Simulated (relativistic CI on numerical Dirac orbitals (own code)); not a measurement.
**Tb XXXVIII: sensitivity of the levels to the model**

Base calculation: Dirac-Coulomb-Breit CI, KLI orbitals optimised for each configuration, model QED (radiative potential, 1s self-energy scaled to tabulated hydrogen-like ionisation energies), unscaled Slater integrals.

CI space (outside the closed core [Ne]): 3s2 3p6 3d10, 3s2 3p6 3d9 4s, 3s2 3p6 3d9 4p, 3s2 3p6 3d9 4d, 3s2 3p5 3d10 4s, 3s2 3p6 3d9 4f, 3s2 3p5 3d10 4p, 3s2 3p6 3d8 4s2, 3s2 3p6 3d8 4s 4p, 3s2 3p5 3d10 4d, 3s 3p6 3d10 4s, 3s2 3p6 3d9 5s, 3s2 3p6 3d8 4p2, 3s2 3p6 3d8 4s 4d, 3s2 3p6 3d9 5p, 3s2 3p5 3d10 4f, 3s 3p6 3d10 4p, 3s2 3p6 3d9 5d, 3s2 3p6 3d8 4p 4d, 3s2 3p5 3d9 4s2, 3s2 3p6 3d9 5f, 3s2 3p6 3d9 5g, 3s2 3p5 3d9 4s 4p, 3s 3p6 3d10 4d, 3s2 3p6 3d8 4d2, 3s2 3p5 3d9 4p2, 3s2 3p5 3d9 4s 4d, 3s2 3p6 3d9 6s, 3s 3p6 3d9 4s2, 3s2 3p6 3d9 6p, 3s 3p6 3d10 4f, 3s2 3p5 3d10 5s, 3s2 3p6 3d9 6d, 3s2 3p5 3d9 4p 4d, 3s2 3p4 3d10 4s2, 3s2 3p5 3d10 5p. Levels of other configurations are missing.

The lowest level and the first level of each name with at least 55 % of one term (blank where a level has no safe partner in the second run):

```csv
Level,Base (eV),Shift (eV)
3s2 3p6 3d10 1S_0,0.00,0.00
3s2 3p6 3d9 4s 3D_3,1078.81,+1.90
3s2 3p6 3d9 4s 1D_2,1080.33,+1.90
3s2 3p6 3d9 4s 3D_1,1113.84,+1.90
3s2 3p6 3d9 4s 3D_2,1114.86,+1.90
3s2 3p6 3d9 4p 3F°_2,1189.83,+1.98
3s2 3p6 3d9 4p 3F°_4,1206.34,+1.98
3s2 3p6 3d9 4p 1P°_1,1208.92,+1.98
3s2 3p6 3d9 4p 3D°_3,1210.60,+1.98
3s2 3p6 3d9 4p 3P°_0,1238.49,+1.98
3s2 3p6 3d9 4d 1P_1,1335.03,+2.02
3s2 3p6 3d9 4d 3G_5,1336.24,+2.02
3s2 3p6 3d9 4d 3D_3,1339.42,+2.02
3s2 3p6 3d9 4d 3F_4,1340.97,+2.02
```

At this charge energies of transitions that change n are usually good to better than 1 %, and those within a shell (Δn = 0) to a few per cent.

**Question.** One thing was changed in a second run, which moved the levels as shown. Which?
A. P86 correlation estimate
B. QED terms removed
C. configuration mixing switched off
D. Breit term removed

**Answer.** A. P86 correlation estimate. A correlation estimate moves all levels of a configuration together before mixing; mixed levels move by a weighted share.

LS names give the leading component of a level, which can be under half, so a name can repeat, a term be missing and a line seem to break the LS rules.
